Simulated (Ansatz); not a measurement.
Reaction (ligand exchange at the Al–C bond): `N/[C]([AlH2])=C\C=O` + `SBS` → `[AlH2][S]BS` + `N/C=C/C=O`

Gas-phase electronic energies from Ansatz, PBE0-D4/def2-TZVP geometries. CBS: MP2 limit from def2 TZ/QZ plus the TZ coupled-cluster correction, frozen cores. Double bonds are as drawn, so ΔE can hold a change between cis and trans. Functionals use def2-TZVPP. B3LYP here is the variant with VWN-RPA as its local correlation; programs differ in this. One conformer a species, not always the lowest.

Is it downhill or uphill in electronic energy at CCSD(T)/CBS, and by how much? (Best estimate.)

The calculation gave: Downhill: ΔE = -115.5 kJ/mol.

What do these levels give: r2SCAN-D4, ωB97M-V, B2PLYP, PBE, r2SCAN, PBE0, B3LYP, HF/def2-TZVPP, CCSD(T)/def2-TZVPP, HF/def2-QZVPP, SCS-MP2/def2-QZVPP, HF/CBS(def2)? (Estimate.)

Ansatz gave: r2SCAN-D4 -118.4, ωB97M-V -112.7, B2PLYP -114.9, PBE -114.6, r2SCAN -118.6, PBE0 -118.5, B3LYP -113.6, HF/def2-TZVPP -121.0, CCSD(T)/def2-TZVPP -112.0, HF/def2-QZVPP -121.1, SCS-MP2/def2-QZVPP -116.0, HF/CBS(def2) -121.1 kJ/mol.

Largest T1 diagnostic among the species: 0.016.

From PBE to PBE0 (25 % exact exchange), in def2-TZVPP and without D4, ΔE moves by −3.9 kJ/mol. In def2-TZVPP, CCSD(T) changes the Hartree–Fock value by +9.0 kJ/mol (the triples alone add +0.5 kJ/mol) and MP2 by +3.9 kJ/mol.
